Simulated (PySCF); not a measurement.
C₂H₅ClOSi₂, SMILES O[SiH2]C#C[SiH2]Cl. The structure is a stationary point at B3LYP-D3(BJ)/def2-SVP. The structure was generated by enumeration, and PubChem lists no compound with its InChIKey, so it may never have been made. The values are those of a single conformer.

Computed equilibrium geometry at B3LYP-D3(BJ)/def2-SVP (PySCF confirms it by a frequency run) as bond lengths and angles (one conformer of several):
Atoms: O1 Si2 C3 C4 Si5 Cl6 H7 H8 H9 H10 H11. Bonds (Å): O1–Si2 1.663, O1–H7 0.965, Si2–C3 1.846, Si2–H8 1.489, Si2–H9 1.481, C3–C4 1.225, C4–Si5 1.829, Si5–Cl6 2.077, Si5–H10 1.483, Si5–H11 1.483. Bond angles (°): Si2–O1–H7 117.5, O1–Si2–C3 110.9, O1–Si2–H8 112.4, O1–Si2–H9 106.3, C3–Si2–H8 106.9, C3–Si2–H9 109.2, H8–Si2–H9 111.0, Si2–C3–C4 178.8, C3–C4–Si5 179.6, C4–Si5–Cl6 109.4, C4–Si5–H10 109.7, C4–Si5–H11 109.5, Cl6–Si5–H10 108.4, Cl6–Si5–H11 108.6, H10–Si5–H11 111.1.
Charge 0, spin multiplicity 1.
